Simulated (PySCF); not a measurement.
## NMR data sheet: C$_{5}$H$_{5}$N$_{3}$

| Item | Value |
| --- | --- |
| Formula | C5H5N3 |
| SMILES | [H]/N=C\c1ncccn1 |
| InChI | InChI=1S/C5H5N3/c6-4-5-7-2-1-3-8-5/h1-4,6H/b6-4- |
| Point group of the computed structure | Cs |
| Degrees of unsaturation | 5 |
| Carbon signals | 4 |
| Proton signals | 4 |

Bonds (- single, = double, # triple, : aromatic): N1=C2 1.256 Å, C2-C3 1.476 Å, C3:N4 1.329 Å, N4:C5 1.320 Å, C5:C6 1.389 Å, C6:C7 1.389 Å, C7:N8 1.320 Å, N8:C3 1.331 Å. N1 carries H9; C2 carries H10; C5 carries H11; C6 carries H12; C7 carries H13. Stereochemistry as in [H]/N=C\c1ncccn1.

- shielding tensors at PBE0/pcSseg-1 (GIAO)
- coordinates at the GFN2-xTB level
- code: PySCF 2.14.0 with density-fitted response routines
- isolated molecule, relativity neglected, rapidly exchanging positions averaged, one conformer

Scale: ¹H and ¹³C against TMS; ¹⁵N vs NH3 (reference shieldings calculated alike).

| carbon | δC, type | δH (multiplicity) | HMBC from (2–3 bonds) | span of the C tensor (ppm) |
| --- | --- | --- | --- | --- |
| C2 | 171.9, CH | 8.83 (s) | – | 200 |
| C3 | 161.3, C | – | H11/H13, H10 | 202 |
| C5/C7 | 164.1, CH | 9.16 (d) | H11/H13, H12 | 242 |
| C6 | 126.1, CH | 7.25 (t) | H11/H13 | 232 |

Other nuclei:
| atoms | nucleus | environment | δ (ppm) | σ (ppm) |
| --- | --- | --- | --- | --- |
| H9 | ¹H | hydrogen on an imine nitrogen | 13.75 | 17.97 |
| N1 | ¹⁵N | imine nitrogen | 384.3 | -116.5 |
| N4/N8 | ¹⁵N | pyridine-type ring nitrogen | 328.9 | -61.2 |

Carbon types of the structure: 1 × C, 4 × CH, leaving 1 H on heteroatoms. δC 164.1: aromatic CH next to a ring nitrogen; the adjacent pyridine-type nitrogen withdraws density from it. δC 161.3: substituted aromatic carbon next to a ring nitrogen. δC 126.1: aromatic CH; the aromatic region. δH 13.75: hydrogen on an imine nitrogen; exchangeable; this is the value without hydrogen bonding to other molecules. δH 9.16: hydrogen on an aromatic CH next to a ring nitrogen; ring current plus the neighbouring ring nitrogen.

The OH or NH signal is concentration- and solvent-dependent in practice; the value given is the gas-phase one. Shifts are as computed. Against solution values, carbons near 30 ppm lie about +3 ppm off and those near 130 ppm about +5 ppm. Of 1313 compounds with measured shifts, 239 miss one by over three times the rms of a fit or turn the order of signals round; such compounds aren't used in these exercises. Experimental scales use liquid or dissolved standards, which lie at an offset from isolated NH3 (liquid NH3: subtract about 20 ppm). Unscaled 15N shifts of sp2 nitrogen come out 20 to 40 ppm too high even then. Multiplicities follow the n + 1 count of equivalent neighbours, as no J values were calculated; m marks all less simple cases, F and P coupling included.
